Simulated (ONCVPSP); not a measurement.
What the settings do to the ONCV potential of Se (Z = 34)

Base potential:

| Property | Result |
| --- | --- |
| Element | selenium |
| Generator | ONCVPSP 4.0.1 |
| Type | optimised norm-conserving Vanderbilt (ONCV) |
| Functional | PBE |
| Relativity | scalar-relativistic |
| Frozen core | [Ar] |
| Valence charge | 16 |
| Reference configuration | 3d10 4s2 4p4 |
| Partial waves | 4s: rc 1.25 bohr, ncon 4, nbas 7, qcut 5.3 1/bohr, 2 projectors, debl 2.5 Ha; 4p: rc 1.70 bohr, ncon 4, nbas 6, qcut 3.9 1/bohr, 3 projectors, debl 0.4 Ha; 3d: rc 1.20 bohr, ncon 3, nbas 7, qcut 13.8 1/bohr, 2 projectors, debl 0.3 Ha |
| Local potential | polynomial inside 0.85 bohr (lpopt 2, dvloc0 0 Ha) |
| Core correction | Teter function, fcfact 4, rcfact 1.05 |

In the d channel the program set the typed energies aside and used -1.952, 0.250 Ha.

All-electron outer shells of the reference configuration (PBE, scalar-relativistic, ld1.x):

```csv
shell,level (eV),outermost node (bohr),outermost maximum (bohr)
3s,-213.51,0.24,0.50
3p,-152.98,0.21,0.50
3d,-53.12,–,0.45
4s,-17.29,0.70,1.51
4p,-6.51,0.74,1.82
```

Cutoffs, loose and tight: the cutoffs (Ha) at which the residual kinetic energy of the hardest occupied pseudo-wave falls to 1 and 0.1 mHa per electron. They do not see the model core or the augmentation charge, which bear on the density cutoff. Test errors are all-electron minus pseudo excitation energies from the reference, over the configurations 3d10 4s2 4p3; 3d10 4s2 4p2; 3d10 4s2 4p1; 3d10 4s2 4p3.5. A dash means not determined; rows that change the core or the reference have their own tests.

A true bound ghost makes a file unfit for plane-wave use even where its test errors are small: the radial tests pick states by their node count and pass the ghost by.

```csv
change,outcome,"cutoff, loose","cutoff, tight",bound ghosts,GHOST(+) flags above zero,largest test error (meV)
base,"generated, projector energies reset by the program",76 Ha,84 Ha,"s, p",p,-4.8
s: qcut 3.4; p: qcut 2.5; d: qcut 8.9,"generated, projector energies reset by the program",–,–,p,"s, p",-11
s: qcut 4; p: qcut 2.9; d: qcut 10.3,"generated, projector energies reset by the program",68 Ha,189 Ha,p,"s, p",-6.7
s: qcut 4.4; p: qcut 3.2; d: qcut 11.3,"generated, projector energies reset by the program",60 Ha,108 Ha,"s, p",p,-5.9
s: qcut 4.9; p: qcut 3.6; d: qcut 12.8,"generated, projector energies reset by the program",69 Ha,80 Ha,"s, p",p,-5.0
s: qcut 5.5; p: qcut 4; d: qcut 14.3,"generated, projector energies reset by the program",79 Ha,88 Ha,"s, p",p,-4.8
s: qcut 6.1; p: qcut 4.5; d: qcut 16,"generated, projector energies reset by the program",89 Ha,100 Ha,"s, p",p,-4.7
s: qcut 6.7; p: qcut 4.9; d: qcut 17.4,"failed: ERROR pspot: first pseudo wave function has node, program will stop",–,–,–,–,–
s: qcut 7.1; p: qcut 5.2; d: qcut 18.5,"failed: ERROR pspot: first pseudo wave function has node, program will stop",–,–,–,–,–
s: qcut 7.7; p: qcut 5.7; d: qcut 20.2,"failed: ERROR pspot: first pseudo wave function has node, program will stop",–,–,–,–,–
```
